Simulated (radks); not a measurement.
Results of a calculation; reference values are marked as such.
Neutral magnesium inside a hard spherical wall (all orbitals vanish at R), configuration held at [Ne] 3s2 and not refilled when levels cross. Code: a radial shooting solver on a logarithmic mesh with Libxc functionals. Model: scalar-relativistic Kohn-Sham, LDA (Slater exchange, VWN5 correlation), spin-polarised, spherical densities, finite nucleus; Fermi nuclear charge, rms radius 3.057 fm. Eigenvalues in eV for spin up, with the zero of energy where the potential of the charges vanishes at infinity; a dash marks a level that is unbound or too diffuse for the functional's potential to be trusted. A positive occupied level is held by the wall or, in an anion where self-interaction has pushed it up, behind a barrier. The pressure on the wall is -dE/dV.

| R (bohr) | E (hartree) | kinetic (hartree) | e(1s) | e(2s) | e(2p) | e(3s) | e(3p, empty) | e(4s, empty) | pressure (GPa) |
|---|---|---|---|---|---|---|---|---|---|
| free | -199.46027 | 199.447 | -1253.4 | -79.305 | -46.734 | -4.781 | -1.372 | -0.054 | 0 |
| 10 | -199.45980 | 199.452 | -1253.4 | -79.253 | -46.682 | -4.745 | -1.243 | 1.687 | 0.0124 |
| 8 | -199.45591 | 199.480 | -1253.1 | -78.989 | -46.419 | -4.553 | -0.837 | 4.011 | 0.175 |
| 7 | -199.44736 | 199.530 | -1252.7 | -78.586 | -46.018 | -4.236 | -0.282 | 6.526 | 0.664 |
| 6 | -199.42259 | 199.647 | -1251.8 | -77.766 | -45.201 | -3.508 | 0.866 | 11.104 | 2.62 |
| 2 | -194.21990 | 213.401 | -1215.5 | -51.021 | -17.564 | 74.266 | 84.464 | 259.12 | 5630 |
| 1.5 | -184.73574 | 236.283 | -1171.6 | -22.642 | 13.055 | 188.40 | 188.90 | 539.18 | 35800 |
